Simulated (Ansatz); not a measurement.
The same molecule with X = C, Si, Ge. Ansatz, PBE0-D4/def2-TZVP geometries, multiplicity 1. Each molecule was computed in one conformer, which needn't be the lowest.

Scalar relativity is left out up to krypton.

| X | molecule | mean X–H bond length / Å | mean X–O bond length / Å | LUMO energy (PBE/def2-TZVPP) / eV | HOMO–LUMO gap (ωB97M-V/def2-TZVPP) / eV | HOMO–LUMO gap (PBE/def2-TZVPP) / eV |
| --- | --- | --- | --- | --- | --- | --- |
| Si | `FBO[SiH3]` | 1.482 | 1.655 | -0.88 | 13.48 | 7.04 |
| Ge | `FB[O][GeH3]` | 1.533 | 1.794 | -0.91 | 13.38 | 6.79 |

Give the row for X = C, `COBF`. (Best estimate.)

Computed: 
```csv
X,molecule,mean X–H bond length / Å,mean X–O bond length / Å,LUMO energy (PBE/def2-TZVPP) / eV,HOMO–LUMO gap (ωB97M-V/def2-TZVPP) / eV,HOMO–LUMO gap (PBE/def2-TZVPP) / eV
C,`COBF`,1.092,1.413,-0.61,13.88,7.14
```

From C to Ge the mean X–H bond length rises at each step, by 0.441 Å in all; the mean X–O bond length rises at each step, by 0.381 Å in all; the LUMO energy (PBE/def2-TZVPP) falls at each step, by 0.30 eV in all; the HOMO–LUMO gap (ωB97M-V/def2-TZVPP) falls at each step, by 0.50 eV in all; the HOMO–LUMO gap (PBE/def2-TZVPP) falls at each step, by 0.35 eV in all. Bonds lengthen as the atom grows down the group.
